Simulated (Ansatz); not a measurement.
Total energies of the cluster Cd2Te (the lowest singlet isomer of a short search) from Ansatz at r2SCAN-D4/def2-TZVP, gas phase (1 Eh = 27.2114 eV = 2625.5 kJ/mol). The reference geometry is relaxed at PBE0-D4/def2-TZVP.

```xyz
3

Cd   -1.789    1.847   -0.884
Cd    1.787   -1.848    0.885
Te    0.001    0.001   -0.001
```

```
                 state                      geometry  energy (Eh)
      charge 0 singlet                     reference   -603.81481
      charge 1 doublet                     reference   -603.54432
      charge 0 triplet  relaxed at PBE0-D4/def2-TZVP   -603.81869
      charge 0 quintet  relaxed at PBE0-D4/def2-TZVP   -603.71259
free Cd atom (singlet)                             –   -167.83561
free Te atom (triplet)                             –   -268.08831
```

In the def2 sets Cd, Te take a core potential; there is no spin–orbit coupling.

Q: Work out the vertical ionisation energy to the doublet.

A: E(charge 1 doublet) − E(charge 0 singlet) = -603.54432 − (-603.81481) = 0.27049 Eh = 7.36 eV. For comparison, −ε of the highest occupied level is 5.04 eV at this level, 2.32 eV less.

Q: Which of the charge 0 states is lowest, and how far above it are the others?

A: The triplet, but by less than the method's error, so the order isn't settled. singlet: -603.81481 − (-603.81869) = 0.00388 Eh = 10.2 kJ/mol; quintet: -603.71259 − (-603.81869) = 0.10610 Eh = 278.6 kJ/mol. The quintet differs in its bonds from the reference.

Q: What is the binding energy per atom against free atoms?

A: Atoms: 2 × (-167.83561) + 1 × (-268.08831) = -603.75953 Eh. Binding: -603.75953 − (-603.81481) = 0.05528 Eh = 1.50 eV, or 0.50 eV for each of 3 atoms (no zero-point energy, no counterpoise term).

The structure comes from a short search, and lower isomers may exist.
